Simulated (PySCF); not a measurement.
C4H10BrFSi (SMILES CC[Si](F)(Br)CC), singlet, at a GFN2-xTB geometry, atoms displaced at random by about 0.08 Å a coordinate; B3LYP/STO-3G, gradient by finite differences run with PySCF.

PySCF was given this input:
```python
from pyscf import gto, scf, dft

mol = gto.Mole()
mol.atom = '''
    C     2.61662643   -0.80158620   -0.78814539
    C     1.30113311   -1.27141602   -1.09852407
    Si   -0.01772347    0.23851062   -0.67808330
    F     0.51279967    1.58775106   -1.30756586
    Br    0.07631183    0.36230571    1.49554423
    C    -1.90332292   -0.23791974   -0.96022725
    C    -2.63903687   -1.35685270   -0.57323413
    H     2.84764648    0.14700965   -1.29016124
    H     2.70596637   -0.78962661    0.19910246
    H     3.32025970   -1.57309491   -1.19449484
    H     0.88820226   -2.22149614   -0.78809130
    H     1.04143052   -1.36211750   -2.33406266
    H    -2.58259977    0.67881121   -1.00946175
    H    -1.84697742   -0.34573380   -2.31075914
    H    -2.03871731   -2.20916162   -0.75014112
    H    -2.50163214   -1.17691028    0.79252738
    H    -3.55164328   -1.51080161   -0.74209496
'''
mol.basis = 'sto-3g'
mol.verbose = 4
mol.build()

mf = dft.RKS(mol)
mf.xc = 'b3lyp'
mf.conv_tol = 1e-11
mf.kernel()
scan, done = mf.as_scanner(), []
scan.scf_summary = {}
def energy(d):
    c = mol.atom_coords()
    c[2, 1] += d
    e = scan(mol.set_geom_(c, unit='Bohr', inplace=False))
    done.append(scan.converged)
    return e
h = 0.05
fd = (energy(h) - energy(-h)) / (2 * h)
print('dE/dx =', fd)
```

Q: Write the output that PySCF gives for this input, abridged.

A: 
```
PySCF version 2.14.0

[INPUT] verbose = 4
[INPUT] num. atoms = 17
[INPUT] num. electrons = 92
[INPUT] charge = 0
[INPUT] spin (= nelec alpha-beta = 2S) = 0
[INPUT] symmetry False subgroup None
[INPUT] Mole.unit = angstrom
[INPUT] Symbol           X                Y                Z      unit          X                Y                Z       unit  Magmom
[...]
nuclear repulsion = 647.973065236081
number of shells = 38
number of NR pGTOs = 186
number of NR cGTOs = 62
basis = sto-3g
ecp = {}

******** <class 'pyscf.dft.rks.RKS'> ********
method = RKS
initial guess = minao
damping factor = 0
level_shift factor = 0
DIIS = <class 'pyscf.scf.diis.CDIIS'>
diis_start_cycle = 1
diis_space = 8
diis_damp = 0
SCF conv_tol = 1e-11
SCF conv_tol_grad = None
SCF max_cycles = 50
direct_scf = True
direct_scf_tol = 1e-13
XC library pyscf.dft.libxc version 7.1.2
    S. Lehtola, C. Steigemann, M. J. T. Oliveira, and M. A. L. Marques,  SoftwareX 7, 1–5 (2018)
XC functionals = b3lyp
    P. J. Stephens, F. J. Devlin, C. F. Chabalowski, and M. J. Frisch,  J. Phys. Chem. 98, 11623 (1994)
radial grids:
    Treutler-Ahlrichs [JCP 102, 346 (1995); DOI:10.1063/1.469408] (M4) radial grids

becke partition: Becke, JCP 88, 2547 (1988); DOI:10.1063/1.454033
pruning grids: <function nwchem_prune>
grids dens level: 3
symmetrized grids: False
atomic radii adjust function: <function treutler_atomic_radii_adjust>
small_rho_cutoff = 0
Set gradient conv threshold to 3.16228e-06
Initial guess from minao.
tot grids = 208424
init E= -3083.90690521853
[...]
cycle= 1 E= -3086.84547685746  delta_E= -2.94  |g|= 0.528  |ddm|= 4.87
[...]
cycle= 2 E= -3086.86688122059  delta_E= -0.0214  |g|= 0.571  |ddm|= 2.01
[...]
cycle= 3 E= -3086.98197360901  delta_E= -0.115  |g|= 0.0695  |ddm|= 0.959
[...]
cycle= 4 E= -3086.98378474079  delta_E= -0.00181  |g|= 0.0302  |ddm|= 0.184
[...]
cycle= 5 E= -3086.98411547111  delta_E= -0.000331  |g|= 0.00676  |ddm|= 0.0538
[...]
cycle= 6 E= -3086.98413234639  delta_E= -1.69e-05  |g|= 0.00104  |ddm|= 0.0132
[...]
cycle= 7 E= -3086.98413275132  delta_E= -4.05e-07  |g|= 0.000291  |ddm|= 0.00213
[...]
cycle= 8 E= -3086.98413277681  delta_E= -2.55e-08  |g|= 0.000115  |ddm|= 0.000589
[...]
cycle= 9 E= -3086.98413278125  delta_E= -4.43e-09  |g|= 1.13e-05  |ddm|= 0.000179
[...]
cycle= 10 E= -3086.98413278131  delta_E= -5.91e-11  |g|= 2.67e-06  |ddm|= 2.11e-05
[...]
cycle= 11 E= -3086.98413278129  delta_E= 1.05e-11  |g|= 8.08e-07  |ddm|= 4.66e-06
[...]
cycle= 12 E= -3086.9841327813  delta_E= -4.55e-13  |g|= 1.49e-07  |ddm|= 1.66e-06
[...]
Extra cycle  E= -3086.9841327813  delta_E= -3.64e-12  |g|= 1.52e-07  |ddm|= 5.21e-07
converged SCF energy = -3086.9841327813
Create scanner for <class 'pyscf.dft.rks.RKS'>

WARN: Mole.unit (angstrom) is changed to Bohr

New geometry
   1 C      2.616626430000  -0.801586200000  -0.788145390000 AA    4.944707322998  -1.514778383231  -1.489378933439 Bohr
   2 C      1.301133110000  -1.271416020000  -1.098524070000 AA    2.458785229504  -2.402628068185  -2.075909633543 Bohr
   3 Si    -0.017723470000   0.264969480546  -0.678083300000 AA   -0.033492504277   0.500719749600  -1.281391726641 Bohr
   4 F      0.512799670000   1.587751060000  -1.307565860000 AA    0.969050933067   3.000414657388  -2.470941365231 Bohr
   5 Br     0.076311830000   0.362305710000   1.495544230000 AA    0.144208458764   0.684658565266   2.826169001874 Bohr
   6 C     -1.903322920000  -0.237919740000  -0.960227250000 AA   -3.596759045407  -0.449603148228  -1.814566519844 Bohr
   7 C     -2.639036870000  -1.356852700000  -0.573234130000 AA   -4.987056916929  -2.564079994377  -1.083255510953 Bohr
   8 H      2.847646480000   0.147009650000  -1.290161240000 AA    5.381271946782   0.277807976168  -2.438051400129 Bohr
   9 H      2.705966370000  -0.789626610000   0.199102460000 AA    5.113535341583  -1.492178033569   0.376249120127 Bohr
  10 H      3.320259700000  -1.573094910000  -1.194494840000 AA    6.274381495431  -2.972718547847  -2.257268104806 Bohr
[...]
converged SCF energy = -3086.97859251834
[...]
   2 C      1.301133110000  -1.271416020000  -1.098524070000 AA    2.458785229504  -2.402628068185  -2.075909633543 Bohr
   3 Si    -0.017723470000   0.212051759454  -0.678083300000 AA   -0.033492504277   0.400719749600  -1.281391726641 Bohr
   4 F      0.512799670000   1.587751060000  -1.307565860000 AA    0.969050933067   3.000414657388  -2.470941365231 Bohr
   5 Br     0.076311830000   0.362305710000   1.495544230000 AA    0.144208458764   0.684658565266   2.826169001874 Bohr
   6 C     -1.903322920000  -0.237919740000  -0.960227250000 AA   -3.596759045407  -0.449603148228  -1.814566519844 Bohr
   7 C     -2.639036870000  -1.356852700000  -0.573234130000 AA   -4.987056916929  -2.564079994377  -1.083255510953 Bohr
   8 H      2.847646480000   0.147009650000  -1.290161240000 AA    5.381271946782   0.277807976168  -2.438051400129 Bohr
   9 H      2.705966370000  -0.789626610000   0.199102460000 AA    5.113535341583  -1.492178033569   0.376249120127 Bohr
  10 H      3.320259700000  -1.573094910000  -1.194494840000 AA    6.274381495431  -2.972718547847  -2.257268104806 Bohr
  11 H      0.888202260000  -2.221496140000  -0.788091300000 AA    1.678459014620  -4.198019291378  -1.489276718152 Bohr
  12 H      1.041430520000  -1.362117500000  -2.334062660000 AA    1.968018460563  -2.574029024477  -4.410739184974 Bohr
  13 H     -2.582599770000   0.678811210000  -1.009461750000 AA   -4.880406254665   1.282767277185  -1.907606240724 Bohr
  14 H     -1.846977420000  -0.345733800000  -2.310759140000 AA   -3.490281482056  -0.653342194005  -4.366701914435 Bohr
  15 H     -2.038717310000  -2.209161620000  -0.750141120000 AA   -3.852617361310  -4.174710426700  -1.417561271574 Bohr
  16 H     -2.501632140000  -1.176910280000   0.792527380000 AA   -4.727399609010  -2.224038102385   1.497659694419 Bohr
  17 H     -3.551643280000  -1.510801610000  -0.742094960000 AA   -6.711633091352  -2.855001271452  -1.402356232820 Bohr

******** <class 'pyscf.scf.hf.RKS_Scanner'> ********
method = RKS_Scanner
initial guess = minao
damping factor = 0
level_shift factor = 0
DIIS = <class 'pyscf.scf.diis.CDIIS'>
diis_start_cycle = 1
diis_space = 8
diis_damp = 0
SCF conv_tol = 1e-11
SCF conv_tol_grad = None
SCF max_cycles = 50
direct_scf = True
direct_scf_tol = 1e-13
XC library pyscf.dft.libxc version 7.1.2
    S. Lehtola, C. Steigemann, M. J. T. Oliveira, and M. A. L. Marques,  SoftwareX 7, 1–5 (2018)
XC functionals = b3lyp
    P. J. Stephens, F. J. Devlin, C. F. Chabalowski, and M. J. Frisch,  J. Phys. Chem. 98, 11623 (1994)
radial grids:
    Treutler-Ahlrichs [JCP 102, 346 (1995); DOI:10.1063/1.469408] (M4) radial grids

becke partition: Becke, JCP 88, 2547 (1988); DOI:10.1063/1.454033
pruning grids: <function nwchem_prune>
grids dens level: 3
symmetrized grids: False
atomic radii adjust function: <function treutler_atomic_radii_adjust>
small_rho_cutoff = 0
Set gradient conv threshold to 3.16228e-06
tot grids = 208424
init E= -3086.98659256705
[...]
cycle= 1 E= -3086.98819446028  delta_E= -0.0016  |g|= 0.0258  |ddm|= 0.127
[...]
cycle= 2 E= -3086.98808640393  delta_E= 0.000108  |g|= 0.0317  |ddm|= 0.0904
[...]
cycle= 3 E= -3086.98844117354  delta_E= -0.000355  |g|= 0.00165  |ddm|= 0.0514
[...]
cycle= 4 E= -3086.9884420673  delta_E= -8.94e-07  |g|= 0.000646  |ddm|= 0.00319
[...]
cycle= 5 E= -3086.98844221289  delta_E= -1.46e-07  |g|= 0.000177  |ddm|= 0.00119
[...]
cycle= 6 E= -3086.98844222308  delta_E= -1.02e-08  |g|= 3.41e-05  |ddm|= 0.0003
[...]
cycle= 7 E= -3086.98844222351  delta_E= -4.31e-10  |g|= 1.18e-05  |ddm|= 7.81e-05
[...]
cycle= 8 E= -3086.98844222357  delta_E= -5.91e-11  |g|= 1.76e-06  |ddm|= 2.16e-05
[...]
cycle= 9 E= -3086.98844222357  delta_E= -1.82e-12  |g|= 4.12e-07  |ddm|= 3.52e-06
[...]
Extra cycle  E= -3086.98844222356  delta_E= 1.23e-11  |g|= 3.42e-07  |ddm|= 1.23e-06
converged SCF energy = -3086.98844222356
dE/dx = 0.09849705215401627
```
